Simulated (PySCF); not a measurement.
## Polarisability and C₆ of Al⁺ (aluminium, charge +1)

[Ne] 3s2, closed-shell 1S. Computed with PySCF 2.14 in aug-cc-pVQZ-DK (7s6p4d3f2g, 84 functions), with scalar relativity by spin-free X2C-1e. Coupled (time-dependent) response in atomic units; α is the mean over directions.

```
 method  mean α (bohr³)  C₆ (like pair)  S(−4)
    UHF           26.15           138.0  369.0
    PBE           24.08           121.3  317.3
   PBE0           24.59           125.4  329.7
   BP86           23.79           119.2  309.1
r2SCANh           24.88           131.5  317.5
```

S(−4) is the Cauchy moment in α(ω) = α(0) + S(−4) ω² + …

α(iu) at BP86:

```tsv
u (hartree)	α(iu) (bohr³)
0	23.79
0.0500	23.04
0.100	21.05
0.200	15.68
0.300	11.04
0.500	5.741
0.750	3.035
1.00	1.876
1.50	0.9502
2.00	0.5943
3.00	0.3131
5.00	0.1385
```

For an ion, C₆ is the dispersion term alone; charge-induced terms of lower order in 1/R come first.
